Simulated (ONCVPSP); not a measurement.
# Hardness and transferability of assorted potentials

Generated with ld1.x 7.5 (TM, RRKJ, ultrasoft, PAW), atompaw 4.2 or ONCVPSP 4.0.1. The cutoff is in Ry: for ld1.x and atompaw files where the sum of valence levels is converged to 10 mRy in a Bessel basis, for ONCV files where the hardest occupied wave has 1 mHa per electron of residual kinetic energy. The error is the largest all-electron minus pseudo excitation energy over each file’s own four to seven test configurations (ionisations up to +4, promotions, holes and added fractions of an electron), all of which were solved. The labels leave out finer settings (local radius, basis sizes, second energies), which also bear on the numbers. Spin-polarised tests are not counted. The rows are a selection from randomly drawn settings: files with unsolved tests, undetermined cutoffs or missed reference levels are left out.

A true bound ghost makes a file unfit for plane-wave use even where its test errors are small: the radial tests pick states by their node count and pass the ghost by.

| element | potential | cutoff (Ry) | largest error (meV) | bound ghosts |
| --- | --- | --- | --- | --- |
| Be | ONCV, PBE, scalar-relativistic, rc 0.74/0.70/0.64 (spd), local d, core correction no, reference 1s2 2s2, qcut 16.2/13/14.3, projectors 2/2/0 | 187 | +3.4 | none |
| Ne | ONCV, PBE, scalar-relativistic, rc 0.60/1.40/1.25 (spd), local smoothed, core correction yes, reference 2s2 2p5, qcut 12/8.9/7.1, projectors 3/3/2 | 144 | +1075 | s |
| S | ONCV, PBE, scalar-relativistic, rc 1.35/1.50 (sp), local smoothed, core correction yes, reference 3s2 3p3, qcut 6.1/5.2, projectors 2/2 | 28 | +19 | none |
| Cr | ONCV, PBE, scalar-relativistic, rc 0.80/1.75/1.50/1.45 (spdf), local smoothed, core correction yes, reference 3s2 3p6 3d5 4p1, qcut 7.5/7.2/9.5/7.5, projectors 2/2/3/1 | 532 | -81 | none |
| Pd | ONCV, LDA (Perdew-Wang 92), scalar-relativistic, rc 1.50/1.70/1.45 (spd), local smoothed, core correction yes, reference 4s2 4p6 4d9, qcut 8.1/6.2/7.4, projectors 2/2/1 | 53 | -211 | none |
| Gd | ONCV, LDA (Perdew-Wang 92), scalar-relativistic, rc 1.95/2.15/2.45/1.20 (spdf), local smoothed, core correction no, reference 4f7 5s2 5p6 5d1 6s1, qcut 4.8/5.3/4/13, projectors 2/1/3/3 | 156 | -3.5 | s, p |
| Tm | ONCV, PBE, scalar-relativistic, rc 1.85/1.55/3.15 (spd), local smoothed, core correction yes, reference 5s2 5p6 5d1 6s1.5, qcut 5.5/6.4/6, projectors 2/2/2 | 38 | +5.8 | none |
| Bi | ONCV, PBE, scalar-relativistic, rc 1.25/1.55/1.50 (spd), local smoothed, core correction yes, reference 5s2 5p6 5d10 6s2 6p3, qcut 8.2/8.9/12.6, projectors 2/2/2 | 63 | -257 | none |

Task: Fill in the row for W: ONCV, PBE, scalar-relativistic, rc 2.05/1.55/2.50 (spd), local smoothed, core correction yes, reference 5s2 5p6 5d4 6s1.5, qcut 5.5/8.1/5.6, projectors 2/2/2.

Result: cutoff 50 Ry, largest error -54 meV, bound ghosts: none.
